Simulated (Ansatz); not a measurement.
Cost and result for the atomization energy of C$_{2}$H$_{5}$ClO$_{2}$Si, SMILES `O=CC[SiH](O)Cl` (11 atoms, 10 bonds).

```xyz
11

O    -1.738    0.650   -1.966
C    -0.901   -0.136   -1.609
C    -0.696   -0.553   -0.191
Si    0.626    0.455    0.660
O     0.792   -0.201    2.145
Cl    2.382    0.311   -0.404
H    -0.201   -0.587   -2.342
H    -1.619   -0.411    0.378
H    -0.376   -1.598   -0.133
H     0.296    1.895    0.714
H     1.435    0.176    2.748
```

The species carries charge 0 and has multiplicity 1. Geometry: relaxed with PBE0-D4/def2-TZVP. It is one conformer, not always the lowest. Program: Ansatz. All runs use 4 threads of an Arm Neoverse V1 on a shared host. Times are those of one run each, without the atoms' runs, and a repeat can differ threefold. Electronic energies, without spin–orbit coupling; frozen cores. CCSD(T)/CBS adds CCSD(T) − MP2 in def2-TZVPP to the MP2 limit, and its time is that of the two runs behind it. T1 = 0.013. B3LYP takes the VWN-RPA correlation (the form of Gaussian; ORCA's B3LYP/G).

CCSD(T)/CBS is a level of theory with its own doubt, some kJ/mol a heavy atom from the limit and from the frozen cores, so smaller differences don't rank the functionals.

```
                             level  functions  wall time
   PBE-D4/def2-TZVPP (with forces)        278      3.4 s
                PBE0-D4/def2-TZVPP        278      5.5 s
r2SCAN-D4/def2-TZVPP (with forces)        278      8.5 s
 B3LYP-D4/def2-TZVPP (with forces)        278      8.5 s
                 B2PLYP/def2-TZVPP        278       11 s
                ωB97X-V/def2-TZVPP        278       12 s
  ωB97M-V/def2-TZVPP (with forces)        278       17 s
                    MP2/def2-QZVPP        518       47 s
                CCSD(T)/def2-TZVPP        278    5.8 min
                 CCSD(T)/CBS(def2)          –    6.6 min
```

Task: What atomization energy does each give, and how far from CCSD(T)/CBS? (An estimate is asked.)

Result: The calculation gave: 
```json
{"level": "PBE-D4/def2-TZVPP (with forces)", "atomization (kcal/mol)": "1070.5", "difference from CCSD(T)/CBS": "22.4", "per bond": "2.2"}
{"level": "PBE0-D4/def2-TZVPP", "atomization (kcal/mol)": "1046.5", "difference from CCSD(T)/CBS": "-1.6", "per bond": "-0.2"}
{"level": "r2SCAN-D4/def2-TZVPP (with forces)", "atomization (kcal/mol)": "1051.2", "difference from CCSD(T)/CBS": "3.1", "per bond": "0.3"}
{"level": "B3LYP-D4/def2-TZVPP (with forces)", "atomization (kcal/mol)": "1041.8", "difference from CCSD(T)/CBS": "-6.3", "per bond": "-0.6"}
{"level": "B2PLYP/def2-TZVPP", "atomization (kcal/mol)": "1033.9", "difference from CCSD(T)/CBS": "-14.2", "per bond": "-1.4"}
{"level": "ωB97X-V/def2-TZVPP", "atomization (kcal/mol)": "1049.5", "difference from CCSD(T)/CBS": "1.4", "per bond": "0.1"}
{"level": "ωB97M-V/def2-TZVPP (with forces)", "atomization (kcal/mol)": "1050.9", "difference from CCSD(T)/CBS": "2.8", "per bond": "0.3"}
{"level": "MP2/def2-QZVPP", "atomization (kcal/mol)": "1064.5", "difference from CCSD(T)/CBS": "16.4", "per bond": "1.6"}
{"level": "CCSD(T)/def2-TZVPP", "atomization (kcal/mol)": "1017.7", "difference from CCSD(T)/CBS": "-30.4", "per bond": "-3.0"}
{"level": "CCSD(T)/CBS(def2)", "atomization (kcal/mol)": "1048.1", "difference from CCSD(T)/CBS": "0.0", "per bond": "0.0"}
```

In def2-TZVPP, CCSD(T) changes the Hartree–Fock value by +266.7 kcal/mol (the triples alone add +18.3 kcal/mol) and MP2 by +295.5 kcal/mol; breaking electron pairs costs correlation energy, which Hartree–Fock lacks. From PBE to PBE0 (25 % exact exchange), in def2-TZVPP and without D4, the atomization energy moves by −23.1 kcal/mol: exact exchange takes away binding that semilocal exchange gives to molecules. The D4 term adds +10.2 kcal/mol with B3LYP and +5.4 kcal/mol with PBE0; it sums over pairs of atoms, weighted by their polarisabilities, and B3LYP, whose exchange is more repulsive, gets the larger term.
